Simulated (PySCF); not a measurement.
Record of a relaxation.

Species: C3H5ClO2Si.
Atom-mapped SMILES: `[CH3:1][Si:2]1([Cl:3])[O:4][CH:5]=[CH:6][O:7]1` (hydrogens: H8, H9, H10 on C1; H11 on C5; H12 on C6)

Method: PySCF, PBE0-D3(BJ)/def2-SVP geometry optimisation, gas phase; density fitting, grid level 1; the optimiser is geomeTRIC in internal coordinates, started from a GFN2-xTB structure with every atom displaced at random (about 0.01 Å). The frame can shift and turn from step to step; on so coarse a grid that alone can change the energy by a few meV, and forces under 0.02 eV/Å are noise.

Step 0: E = -27662.6331 eV, largest atomic force 1.954 eV/Å
```
atom  x, y, z in Å  |  force x, y, z in eV/Å
C1     -1.950    0.299   -0.385    0.226   1.160   0.422
Si2    -0.427   -0.142    0.584   -0.066   0.318  -1.159
Cl3    -0.900   -0.671    2.461   -0.278  -0.258   0.853
O4      0.554   -1.282   -0.160   -1.519  -1.229   0.020
C5      1.760   -0.765   -0.412    0.311   1.172   0.406
C6      1.891    0.507   -0.017    0.325  -0.278  -0.160
O7      0.772    1.024    0.554   -0.401   0.821   0.335
H8     -1.727    0.624   -1.414    0.165  -0.170   0.084
H9     -2.659   -0.509   -0.406   -0.488  -0.821  -0.086
H10    -2.490    1.146    0.102    0.341  -0.292  -0.074
H11     2.466   -1.413   -0.858    0.981  -0.669  -0.573
H12     2.749    1.154   -0.073    0.404   0.246  -0.067
```

Step 1: E = -27662.7529 eV, largest atomic force 0.570 eV/Å
```
atom  x, y, z in Å  |  force x, y, z in eV/Å
C1     -2.010    0.387   -0.165   -0.091  -0.230  -0.287
Si2    -0.393   -0.184    0.498   -0.162   0.153   0.524
Cl3    -0.772   -0.801    2.440    0.161   0.008  -0.166
O4      0.506   -1.337   -0.326    0.177   0.047  -0.200
C5      1.759   -0.799   -0.559   -0.058  -0.272  -0.006
C6      1.910    0.463   -0.142   -0.045   0.083   0.069
O7      0.793    1.013    0.439    0.086   0.002  -0.034
H8     -1.908    0.799   -1.180   -0.007  -0.004   0.008
H9     -2.746   -0.435   -0.180    0.100   0.070  -0.008
H10    -2.398    1.167    0.503    0.000   0.086   0.048
H11     2.499   -1.451   -1.031   -0.135   0.092   0.050
H12     2.797    1.094   -0.205   -0.025  -0.034   0.003
```

Step 2: E = -27662.7711 eV, largest atomic force 0.282 eV/Å
```
atom  x, y, z in Å  |  force x, y, z in eV/Å
C1     -2.010    0.383   -0.177    0.003  -0.038  -0.058
Si2    -0.394   -0.163    0.516   -0.106   0.046   0.258
Cl3    -0.736   -0.805    2.451    0.085   0.039  -0.107
O4      0.488   -1.317   -0.331    0.061  -0.017  -0.152
C5      1.746   -0.798   -0.557   -0.147  -0.051   0.079
C6      1.911    0.459   -0.126    0.068   0.038  -0.033
O7      0.803    1.024    0.454   -0.005  -0.028   0.017
H8     -1.899    0.785   -1.194    0.025  -0.006   0.008
H9     -2.732   -0.447   -0.192    0.022  -0.005   0.006
H10    -2.413    1.170    0.479   -0.017   0.014  -0.027
H11     2.468   -1.452   -1.043    0.003   0.010   0.003
H12     2.806    1.077   -0.187    0.008  -0.002   0.007
```

Step 3: E = -27662.7780 eV, largest atomic force 0.231 eV/Å
```
atom  x, y, z in Å  |  force x, y, z in eV/Å
C1     -2.009    0.380   -0.185    0.026   0.092   0.105
Si2    -0.398   -0.144    0.535    0.011   0.042   0.002
Cl3    -0.689   -0.804    2.463    0.005   0.027   0.004
O4      0.456   -1.296   -0.348    0.028   0.074  -0.019
C5      1.719   -0.793   -0.552    0.134  -0.061  -0.089
C6      1.918    0.458   -0.113   -0.160  -0.167  -0.012
O7      0.814    1.029    0.471   -0.090   0.104   0.082
H8     -1.877    0.765   -1.206    0.029  -0.011  -0.009
H9     -2.715   -0.461   -0.202   -0.026  -0.038   0.001
H10    -2.437    1.175    0.446   -0.025  -0.026  -0.050
H11     2.428   -1.450   -1.048    0.075  -0.037  -0.026
H12     2.826    1.057   -0.165   -0.006   0.001   0.011
```

Step 4: E = -27662.7793 eV, largest atomic force 0.220 eV/Å
```
atom  x, y, z in Å  |  force x, y, z in eV/Å
C1     -2.008    0.383   -0.184    0.002   0.074   0.112
Si2    -0.399   -0.130    0.545    0.052  -0.084  -0.157
Cl3    -0.661   -0.796    2.470   -0.028  -0.004   0.065
O4      0.443   -1.278   -0.362   -0.124  -0.086   0.019
C5      1.714   -0.799   -0.561   -0.105   0.179   0.072
C6      1.908    0.448   -0.107    0.205   0.042  -0.029
O7      0.815    1.037    0.482   -0.007  -0.068  -0.033
H8     -1.861    0.756   -1.207    0.012  -0.014  -0.019
H9     -2.704   -0.468   -0.203   -0.026  -0.021  -0.011
H10    -2.457    1.181    0.426   -0.013  -0.021  -0.022
H11     2.424   -1.456   -1.058    0.021  -0.009   0.000
H12     2.822    1.038   -0.147    0.011   0.011   0.002
```

Step 5: E = -27662.7817 eV, largest atomic force 0.053 eV/Å
```
atom  x, y, z in Å  |  force x, y, z in eV/Å
C1     -2.010    0.383   -0.180    0.004   0.026   0.046
Si2    -0.398   -0.137    0.538    0.020  -0.016  -0.044
Cl3    -0.670   -0.795    2.468   -0.004   0.001   0.021
O4      0.447   -1.286   -0.361   -0.034  -0.001  -0.011
C5      1.716   -0.796   -0.563    0.001   0.020   0.017
C6      1.914    0.450   -0.111    0.018  -0.002  -0.015
O7      0.815    1.033    0.475   -0.007  -0.004   0.010
H8     -1.868    0.757   -1.204    0.005  -0.009  -0.007
H9     -2.711   -0.464   -0.197   -0.004  -0.007  -0.006
H10    -2.453    1.181    0.435   -0.005  -0.006  -0.011
H11     2.428   -1.454   -1.057    0.005  -0.004   0.001
H12     2.826    1.043   -0.151    0.000   0.003  -0.001
```

Step 6: E = -27662.7819 eV, largest atomic force 0.020 eV/Å
```
atom  x, y, z in Å  |  force x, y, z in eV/Å
C1     -2.011    0.385   -0.176    0.001   0.008   0.018
Si2    -0.397   -0.136    0.538    0.006  -0.002  -0.019
Cl3    -0.666   -0.795    2.469    0.001  -0.001   0.011
O4      0.445   -1.284   -0.366   -0.013   0.005   0.001
C5      1.715   -0.796   -0.564    0.012   0.004  -0.007
C6      1.915    0.449   -0.113   -0.004  -0.008   0.005
O7      0.817    1.032    0.474   -0.002   0.003   0.001
H8     -1.868    0.757   -1.201    0.000  -0.004  -0.002
H9     -2.711   -0.463   -0.194    0.000  -0.002  -0.002
H10    -2.455    1.183    0.438   -0.001  -0.001  -0.004
H11     2.427   -1.456   -1.058    0.000  -0.002  -0.001
H12     2.828    1.041   -0.153    0.000   0.000  -0.001
```

**Question.** Summarise the path.

**Answer.** The energy falls by 0.1488 eV from step 0 to step 6; nine tenths of that is first reached at step 2. It falls at every step. The largest force goes from 1.954 to 0.020 eV/Å. Among the bonds Si2–Cl3 changes most, from 2.007 to 2.058 Å; the atoms move by 0.077 Å rms after alignment.

**Question.** Follow the three bonds and two angles with the largest change from start to end.

**Answer.** 
```json
{"step": "0", "E above end (eV)": "0.1488", "largest force (eV/Å)": "1.954", "Si2–Cl3 (Å)": "2.007", "O4–C5 (Å)": "1.336", "C5–H11 (Å)": "1.057", "Si2–O4–C5 (°)": "110.4", "H9–C1–H10 (°)": "105.1"}
{"step": "1", "E above end (eV)": "0.0290", "largest force (eV/Å)": "0.570", "Si2–Cl3 (Å)": "2.073", "O4–C5 (Å)": "1.384", "C5–H11 (Å)": "1.093", "Si2–O4–C5 (°)": "107.5", "H9–C1–H10 (°)": "107.5"}
{"step": "2", "E above end (eV)": "0.0108", "largest force (eV/Å)": "0.282", "Si2–Cl3 (Å)": "2.068", "O4–C5 (Å)": "1.379", "C5–H11 (Å)": "1.089", "Si2–O4–C5 (°)": "107.6", "H9–C1–H10 (°)": "107.9"}
{"step": "3", "E above end (eV)": "0.0038", "largest force (eV/Å)": "0.231", "Si2–Cl3 (Å)": "2.059", "O4–C5 (Å)": "1.374", "C5–H11 (Å)": "1.087", "Si2–O4–C5 (°)": "107.1", "H9–C1–H10 (°)": "108.2"}
{"step": "4", "E above end (eV)": "0.0026", "largest force (eV/Å)": "0.220", "Si2–Cl3 (Å)": "2.054", "O4–C5 (Å)": "1.373", "C5–H11 (Å)": "1.088", "Si2–O4–C5 (°)": "107.6", "H9–C1–H10 (°)": "108.2"}
{"step": "5", "E above end (eV)": "0.0002", "largest force (eV/Å)": "0.053", "Si2–Cl3 (Å)": "2.057", "O4–C5 (Å)": "1.374", "C5–H11 (Å)": "1.089", "Si2–O4–C5 (°)": "107.3", "H9–C1–H10 (°)": "108.1"}
{"step": "6", "E above end (eV)": "0.0000", "largest force (eV/Å)": "0.020", "Si2–Cl3 (Å)": "2.058", "O4–C5 (Å)": "1.375", "C5–H11 (Å)": "1.089", "Si2–O4–C5 (°)": "107.3", "H9–C1–H10 (°)": "108.1"}
```

What follows is the cost of the whole optimisation. On one thread, Arm Neoverse V1 (aarch64), on a shared host, this took 54 s wall and 0.52 GiB of memory at its peak.
